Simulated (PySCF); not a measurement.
Orbital levels and atomic charges

System: B13H16N13 (flake hBN).

Cartesian coordinates (Å):
```
  1 B     4.089   -1.776   -0.001
  2 N     2.854   -1.048   -0.001
  3 B     1.598   -1.765    0.000
  4 N     1.562   -3.221    0.001
  5 B     2.817   -3.924    0.001
  6 N     4.039   -3.184    0.000
  7 B     2.841    0.383   -0.002
  8 N     1.618    1.124   -0.001
  9 B     0.356    0.421    0.000
 10 N     0.410   -0.996    0.001
 11 B    -2.185    4.781    0.000
 12 N    -3.444    5.430    0.000
 13 B    -4.688    4.746    0.000
 14 N    -4.618    3.339    0.001
 15 B    -3.376    2.632    0.000
 16 N    -2.131    3.352    0.000
 17 B    -0.896    2.579    0.000
 18 N    -3.357    1.206    0.000
 19 B    -2.168    0.451   -0.001
 20 N    -0.913    1.136    0.000
 21 B     1.614    2.556   -0.002
 22 N     0.376    3.225    0.000
 23 B     0.356   -3.987    0.000
 24 N     0.433   -5.402    0.001
 25 B     1.654   -6.124    0.002
 26 N     2.833   -5.354    0.002
 27 H     5.124   -1.224   -0.003
 28 H     4.905   -3.701   -0.001
 29 H     3.860    0.964   -0.003
 30 H    -0.462   -1.496    0.002
 31 H    -1.220    5.454    0.000
 32 H    -3.455    6.438    0.000
 33 H    -5.713    5.318    0.001
 34 H    -5.471    2.800    0.001
 35 H    -4.241    0.720    0.000
 36 H    -2.263   -0.721   -0.001
 37 H     2.616    3.167   -0.002
 38 H     0.379    4.232    0.000
 39 H    -0.711   -3.492   -0.001
 40 H    -0.431   -5.921    0.001
 41 H     1.678   -7.298    0.003
 42 H     3.728   -5.820    0.002
```

Method: B3LYP/def2-SVP, gas phase, PySCF, fitting set def2-universal-JFIT up to Ne and JKFIT beyond, grid level 1.

Q: Give the orbital energies near the gap.

A: 
```
orbital     eV
 HOMO-4  -7.81
 HOMO-3  -7.50
 HOMO-2  -7.27
 HOMO-1  -7.01
   HOMO  -6.73
   LUMO  -0.14
 LUMO+1   0.01
 LUMO+2   0.12
 LUMO+3   0.32
```

Q: Give the partial charges of the non-hydrogen atoms.

A: 
```csv
atom,Mulliken,IAO,Hirshfeld
B1,-0.02,0.21,0.16
N2,0.03,-0.39,-0.21
B3,-0.12,0.39,0.23
N4,0.01,-0.40,-0.22
B5,-0.18,0.38,0.22
N6,0.04,-0.45,-0.22
B7,0.01,0.23,0.18
N8,0.03,-0.39,-0.21
B9,-0.11,0.39,0.23
N10,0.06,-0.45,-0.23
B11,-0.05,0.20,0.17
N12,0.02,-0.44,-0.21
B13,-0.07,0.19,0.15
N14,0.03,-0.45,-0.22
B15,-0.18,0.38,0.22
N16,0.01,-0.40,-0.22
B17,-0.12,0.40,0.23
N18,0.05,-0.45,-0.22
B19,-0.04,0.21,0.16
N20,0.01,-0.40,-0.22
B21,-0.03,0.21,0.17
N22,0.05,-0.45,-0.22
B23,-0.06,0.20,0.16
N24,0.02,-0.44,-0.21
B25,-0.07,0.19,0.15
N26,0.03,-0.45,-0.22
```
